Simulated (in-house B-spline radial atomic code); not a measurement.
# Ionising the niobium ion Nb⁺ with different functionals

Computed with a B-spline radial code for spherical atoms: scalar-relativistic (spin-free X2C) Hamiltonian, Fermi nucleus of rms radius 4.324 fm, spin-polarised at highest spin, spherical fractional occupations for the functionals, and exact exchange of hybrids averaged over the configuration. The ionisation energy is the difference of two self-consistent energies, [Kr] 4d4 → [Kr] 4d3, without Breit or QED terms; ε is the level of the shell that loses the electron (its least bound occupied spin orbital). There is no spin-orbit coupling in this Hamiltonian.

```tsv
method	rung	ΔSCF (eV)	-ε(4d) (eV)
PBE0	global hybrid	14.75	11.37
B3LYP	global hybrid	14.70	11.03
TPSSh	global hybrid	14.72	10.51
BHandHLYP	global hybrid	14.32	12.35
r2SCAN0	global hybrid	14.80	11.44
B97-1	global hybrid	14.49	10.90
HSE06	range-separated hybrid	14.75	10.97
wB97X	range-separated hybrid	14.26	13.40
CAM-B3LYP	range-separated hybrid	14.56	12.58
LC-wPBE	range-separated hybrid	14.56	13.99
```

Among the functionals, which spreads more, the ΔSCF values or the orbital energies?

The orbital energies: ΔSCF values span about 0.54 eV and the orbital energies 3.48 eV; here energy differences depend much less on the functional than eigenvalues do.

How do they compare with the NIST value?

NIST lists 14.320 eV (semi-empirical, ground level to ground level). Errors run from -0.06 to +0.48 eV; BHandHLYP is closest (+0.00 eV), but part of that can be cancellation, since the calculations leave out spin-orbit coupling, Breit-QED terms, multiplet and fine-structure energies.
